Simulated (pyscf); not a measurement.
Optimised with ωB97X-D3(BJ)/def2-SVP in PySCF.

### Question
What is the homolytic dissociation enthalpy (298 K, ωB97M-D3(BJ)/def2-TZVP) of the Ge–Si bond of HO–SiH(SiH₃)–GeH₂–SiH₃, to HO–SiH•–SiH₃ + H₃Si–GeH₂•?

### Answer
Ge–Si to HO–SiH•–SiH₃ + H₃Si–GeH₂•: 68.1 kcal/mol. The 7 functionals that were run give +63.4 (PBE) to +74.3 kcal/mol (ωB97X-D3(BJ)/def2-TZVP). HO–SiH•–SiH₃ lies 22.9 kcal/mol over its isomer •H₂Si–O–SiH₃ (electronic energy, ωB97M-D3(BJ)/def2-TZVP). Other isomers of H₃Si–GeH₂• were not searched in full and may lie lower. Elements up to Kr have no core potential and no relativistic terms here.
